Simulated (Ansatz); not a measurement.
A nudged elastic band was laid between two geometries of CH4NOSb (8 atoms, charge 0, multiplicity 1).

The calculation used RKS LDA/def2-SVP in Ansatz.

| Quantity | Value |
| --- | --- |
| movable images | 7 |
| climbing image | yes |
| spring | 5.0 eV/Å² |
| optimiser | quadratic models (default) |
| start path | IDPP |
| force threshold | 0.03 eV/Å |
| iteration limit | 60 |
| end points | relaxed |

Image 0:

```xyz
8
Properties=species:S:1:pos:R:3
O -0.510 1.470 -1.026
C 0.413 1.243 -0.248
N 0.431 0.142 0.506
Sb -1.341 -0.929 0.129
H 1.288 1.945 -0.130
H 1.211 -0.079 1.134
H -0.782 -1.564 -1.381
H -0.618 -2.285 0.960
```

Image 8:

```xyz
8
Properties=species:S:1:pos:R:3
O -0.922 1.246 -0.444
C 0.191 1.140 0.029
N 0.799 -0.032 0.324
Sb -0.170 -1.838 -0.033
H 0.839 2.038 0.274
H 1.744 -0.002 0.722
H -0.735 -1.327 -1.582
H -1.654 -1.283 0.654
```

Task: What changes between the two ends?

Result: No bond is made or broken. The height of Sb4 over the plane of its neighbours goes from 1.05 to -1.03 Å.

Task: Give the energies along the band, and the barrier.

Result: It converged. The highest image is number 3 of 0 to 8, 2.52 eV above the first end and 2.41 eV above the last; the last end lies 0.11 eV above the first. Neighbouring images differ by up to 2.3 eV, so the band resolves the path poorly. A vibrational analysis at the climbing image gives one clearly imaginary mode, 1091i cm⁻¹: a first-order saddle point.

```csv
image,path coordinate (Å),energy (eV),height of Sb4 over the plane of its neighbours (Å)
0,0.00,0.00,1.05
1,0.85,0.05,1.06
2,1.69,0.25,0.90
3,2.54,2.52,0.03
4,2.91,1.51,-0.39
5,3.29,0.55,-0.75
6,3.66,0.27,-0.92
7,4.03,0.15,-0.98
8,4.40,0.11,-1.03
```

Task: What is the geometry of the highest image?

Result: 
```xyz
8
Properties=species:S:1:pos:R:3
O -0.964 1.750 -0.419
C 0.129 1.443 -0.015
N 0.607 0.182 0.200
Sb -0.483 -1.492 -0.131
H 0.926 2.209 0.244
H 1.570 0.092 0.545
H -0.352 -2.166 -1.644
H -1.342 -2.075 1.165
```

The band took 22 iterations and about 5 core-minutes.

Run time: 4.6 min on 1 thread of Intel(R) Xeon(R) Platinum 8375C CPU @ 2.90GHz (Ice Lake), on a shared host, peak memory 0.14 GiB.
